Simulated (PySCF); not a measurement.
From one molecule to another.

First species: C₂H₁₀OSSi₃.
Numbering: `[CH3:1][C:2](=[S:3])[O:4][SiH2:5][SiH2:6][SiH3:7]` (hydrogens: H8, H9, H10 on C1; H11, H12 on Si5; H13, H14 on Si6; H15, H16, H17 on Si7)

Second species: C3H14Si3.
Numbering: `[SiH3:1][CH2:2][CH2:3][SiH2:4][CH2:5][SiH3:6]` (hydrogens: H7, H8, H9 on Si1; H10, H11 on C2; H12, H13 on C3; H14, H15 on Si4; H16, H17 on C5; H18, H19, H20 on Si6)

Levels: B3LYP/def2-SVPD for dipole moment, HOMO energy, LUMO energy, HOMO–LUMO gap, static isotropic polarisability and electronic spatial extent ⟨r²⟩ about the centre of nuclear charge; TDDFT B3LYP/def2-SVPD for lowest singlet excitation; TDA B3LYP/def2-SVPD for lowest triplet excitation (Tamm–Dancoff); GFN2-xTB for rotational constant A and rotational constant C. Geometries: GFN2-xTB. Each structure is a single optimised conformer of the isolated species, non-relativistic unless stated; the electronic structure was computed with PySCF and density fitting.

Dipoles, sizes and rotational constants follow the conformer. The torsions of the flexible species, by atom-mapped SMILES:
- `[CH3:1][C:2](=[S:3])[O:4][SiH2:5][SiH2:6][SiH3:7]`: C1–C2–O4–Si5 180°, C2–O4–Si5–Si6 -178°, O4–Si5–Si6–Si7 25°
- `[SiH3:1][CH2:2][CH2:3][SiH2:4][CH2:5][SiH3:6]`: Si1–C2–C3–Si4 179°, C2–C3–Si4–C5 180°, C3–Si4–C5–Si6 178°

Values for the first species:

```
Dipole moment                                                     : 2.20 D
HOMO energy                                                       : -6.42 eV
LUMO energy                                                       : -1.77 eV
HOMO–LUMO gap                                                     : 4.65 eV
Lowest singlet excitation                                         : 3.29 eV
Lowest triplet excitation (Tamm–Dancoff)                          : 2.92 eV
Static isotropic polarisability                                   : 138.5 au
Electronic spatial extent ⟨r²⟩ about the centre of nuclear charge : 2246 bohr²
Rotational constant A                                             : 2.075 GHz
Rotational constant C                                             : 0.489 GHz
```

Question: Estimate the same properties for the second species, and the change in each.

Answer: 
```csv
property,first,second,second less first
dipole moment,2.20 D,0.57 D,-1.63 D
HOMO energy,-6.42 eV,-7.48 eV,-1.06 eV
LUMO energy,-1.77 eV,0.03 eV,+1.80 eV
HOMO–LUMO gap,4.65 eV,7.51 eV,+2.86 eV
lowest singlet excitation,3.29 eV,6.64 eV,+3.35 eV
lowest triplet excitation (Tamm–Dancoff),2.92 eV,6.42 eV,+3.50 eV
static isotropic polarisability,138.5 au,122.7 au,-15.8 au
electronic spatial extent ⟨r²⟩ about the centre of nuclear charge,2246 bohr²,2496 bohr²,+250 bohr²
rotational constant A,2.075 GHz,9.265 GHz,+7.190 GHz
rotational constant C,0.489 GHz,0.445 GHz,-0.044 GHz
```

On the first: The vertical singlet–triplet gap S1 − T1 is 0.37 eV (TDDFT singlet less Tamm–Dancoff triplet; S1: HOMO→LUMO, weight 0.99; T1: HOMO→LUMO, weight 0.98). The polarisability is 20.53 Å³ as a volume (1 au = 0.148185 Å³), or 1.57 au for each of the 88 electrons.

On the second: No computed singlet falls in the visible range (750 to 380 nm, 1.65 to 3.26 eV); S1 lies 3.38 eV above its blue end. The vertical singlet–triplet gap S1 − T1 is 0.22 eV (TDDFT singlet less Tamm–Dancoff triplet).
